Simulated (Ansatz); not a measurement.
Cost and result for the atomization energy of C2H5NSi (`CC1=N[SiH2]1`) (9 atoms, 9 bonds).

Cartesian coordinates in Å:
```
C -1.4345 0.1543 0.4495
C -0.0798 -0.1883 -0.0297
N 0.4102 -1.2806 -0.4706
Si 1.6406 0.0203 -0.4600
H -1.3835 0.5104 1.4813
H -1.8450 0.9704 -0.1499
H -2.0931 -0.7152 0.3909
H 2.7194 -0.0541 0.5469
H 2.0655 0.5829 -1.7584
```

The species carries charge 0 and has multiplicity 1. The geometry is a stationary point of PBE0-D4/def2-TZVP. Program: Ansatz. All runs use 2 threads of an Arm Neoverse V1 on a shared host. Times are those of one run each, without the atoms' runs, and a repeat can differ threefold. Electronic energies, without spin–orbit coupling; frozen cores. CCSD(T)/CBS adds CCSD(T) − MP2 in def2-TZVPP to the MP2 limit, and its time is that of the two runs behind it. T1 = 0.015.

CCSD(T)/CBS is a level of theory with its own doubt, some kJ/mol a heavy atom from the limit and from the frozen cores, so smaller differences don't rank the functionals.

```json
{"level": "LDA (SPW92)/def2-TZVPP", "functions": "205", "wall time": "1.4 s"}
{"level": "revPBE-D4/def2-TZVPP", "functions": "205", "wall time": "2.4 s"}
{"level": "BLYP-D4/def2-TZVPP", "functions": "205", "wall time": "2.4 s"}
{"level": "PBE-D4/def2-TZVPP (with forces)", "functions": "205", "wall time": "3 s"}
{"level": "CCSD(T)/def2-SVP", "functions": "85", "wall time": "3 s"}
{"level": "BHLYP-D4/def2-TZVPP", "functions": "205", "wall time": "3.1 s"}
{"level": "CAM-B3LYP-D4/def2-TZVPP", "functions": "205", "wall time": "3.4 s"}
{"level": "B2PLYP/def2-TZVPP", "functions": "205", "wall time": "6 s"}
{"level": "PBE-QIDH/def2-TZVPP", "functions": "205", "wall time": "6 s"}
{"level": "ωB97M-V/def2-TZVPP (with forces)", "functions": "205", "wall time": "13 s"}
{"level": "MP2/def2-QZVPP", "functions": "391", "wall time": "22 s"}
{"level": "CCSD(T)/def2-TZVPP", "functions": "205", "wall time": "69 s"}
{"level": "CCSD(T)/CBS(def2)", "functions": "–", "wall time": "90 s"}
```

Task: What atomization energy does each give, and how far from CCSD(T)/CBS? (An estimate is asked.)

Result: Computed: 
| level | atomization (kcal/mol) | difference from CCSD(T)/CBS | per bond |
| --- | --- | --- | --- |
| LDA (SPW92)/def2-TZVPP | 922.2 | 120.4 | 13.4 |
| revPBE-D4/def2-TZVPP | 805.3 | 3.5 | 0.4 |
| BLYP-D4/def2-TZVPP | 806.9 | 5.1 | 0.6 |
| PBE-D4/def2-TZVPP (with forces) | 824.9 | 23.1 | 2.6 |
| CCSD(T)/def2-SVP | 754.3 | -47.5 | -5.3 |
| BHLYP-D4/def2-TZVPP | 777.9 | -23.9 | -2.7 |
| CAM-B3LYP-D4/def2-TZVPP | 806.4 | 4.6 | 0.5 |
| B2PLYP/def2-TZVPP | 796.1 | -5.7 | -0.6 |
| PBE-QIDH/def2-TZVPP | 797.4 | -4.4 | -0.5 |
| ωB97M-V/def2-TZVPP (with forces) | 806.8 | 5.0 | 0.6 |
| MP2/def2-QZVPP | 805.5 | 3.7 | 0.4 |
| CCSD(T)/def2-TZVPP | 778.7 | -23.1 | -2.6 |
| CCSD(T)/CBS(def2) | 801.8 | 0.0 | 0.0 |

At CCSD(T), def2-SVP lies −47.5 kcal/mol from the extrapolated value and def2-TZVPP −23.1 kcal/mol: correlation converges slowly with the basis, and small sets miss more of it in the bonded molecule than in its fragments. The D4 term adds +6.2 kcal/mol with B3LYP and +3.2 kcal/mol with PBE0; it sums over pairs of atoms, weighted by their polarisabilities, and B3LYP, whose exchange is more repulsive, gets the larger term. From r2SCAN to r2SCAN0 (25 % exact exchange), in def2-TZVPP and without D4, the atomization energy moves by −14.8 kcal/mol: exact exchange takes away binding that semilocal exchange gives to molecules.

B3LYP here is the variant with VWN-RPA as its local correlation; programs differ in this.
